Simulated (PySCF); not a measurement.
# Name the molecule from its bond curve

A diatomic of charge 0 contains Tl. Its doublet curve at ROHF-SCS-MP2 in a double-zeta basis (scalar-relativistic core potentials, PySCF), in eV from the separated fragments:

R (Å), E (eV) and a bar:
```
    2.621      0.103 ##############################
    2.743     -0.048 ###############
    2.865     -0.133 ######
    2.957     -0.169 ###
    3.048     -0.187 #
    3.139     -0.194 
    3.261     -0.191 
    3.414     -0.177 ##
    3.597     -0.155 ####
    3.841     -0.125 #######
```

The fit gives ωe = 102 cm⁻¹ and the rotational constant Bₑ = 0.07829 cm⁻¹.

**Question.** Which atom is the partner?

**Answer.** The minimum lies at 3.167 Å, so the reduced mass is 16.8576 u Å² cm⁻¹/(Bₑ·Re²) = 21.47 u. With Tl at 204.97 u the partner weighs about 24.0 u: Mg. The molecule is MgTl.

Correlated steps freeze 5 core orbitals. These are scalar-relativistic numbers at best; spin–orbit coupling would shift them, the dissociation energy most. The state is the lowest determinant that a PBE0 search found; another state may lie lower at other levels.
